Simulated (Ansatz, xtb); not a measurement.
## Two isomers of C4H5BrN2

Structure a: `Cc1cnc(Br)[nH]1`, a singlet. Structure b: `Cc1c[nH]c(Br)n1`, a singlet. Both are isolated molecules in the gas phase, relaxed with PBE-D3(BJ)/def2-SVP.

Estimate which is lower in electronic energy at CCSD(T)/def2-SVP + ΔMP2/def2-TZVPP, and by roughly how much.

CCSD(T)/def2-SVP + ΔMP2/def2-TZVPP gives E(b) − E(a) = −0.48 kcal/mol, slightly favouring structure b, which is too small a margin to settle the true order.

The same difference at several levels:

| level | geometry | E(b) − E(a) (kcal/mol) | departure from the last row (kcal/mol) | job, with rough time for the two |
| --- | --- | --- | --- | --- |
| GFN2-xTB | GFN2-xTB | +0.77 | +1.25 | optimisation, 0.11 s |
| HF/STO-3G | GFN2-xTB | +1.62 | +2.10 | single point, 0.64 s |
| r2SCAN-D4/def2-SVP | GFN2-xTB | +0.58 | +1.06 | single point, 7.2 s |
| PBE-D3(BJ)/def2-SVP | PBE-D3(BJ)/def2-SVP | −0.12 | +0.36 | optimisation, 76 s |
| HF/def2-SVP | PBE-D3(BJ)/def2-SVP | −0.23 | +0.25 | part of the CCSD(T) run |
| MP2/def2-SVP | PBE-D3(BJ)/def2-SVP | −0.35 | +0.13 | part of the CCSD(T) run |
| CCSD(T)/def2-SVP | PBE-D3(BJ)/def2-SVP | −0.38 | +0.10 | single point |
| CCSD(T)/def2-SVP + ΔMP2/def2-TZVPP | PBE-D3(BJ)/def2-SVP | −0.48 |  | single point, 2.5 min |

As drawn, both hold the same kinds of bond in the same numbers.

The largest departure from CCSD(T)/def2-SVP + ΔMP2/def2-TZVPP is that of HF/STO-3G, 2.10 kcal/mol. The last row adds to CCSD(T) the change of the MP2 difference between the two basis sets, here −0.10 kcal/mol.

With thermal terms from frequencies at re-optimised GFN2-xTB minima (ideal gas, soft modes damped towards free rotors, one conformer each, 298.15 K, 1 atm): on the last row, ΔE + ΔZPE = −0.65, ΔH = −0.59, ΔG = −0.76 kcal/mol.

The correlated steps freeze 15 core orbitals; the filled d shell of Br is correlated, in a basis made for valence electrons. Programs: Ansatz 0.2.0, xtb 6.7.1; the last row on 2 threads of Arm Neoverse V2 on a shared host.
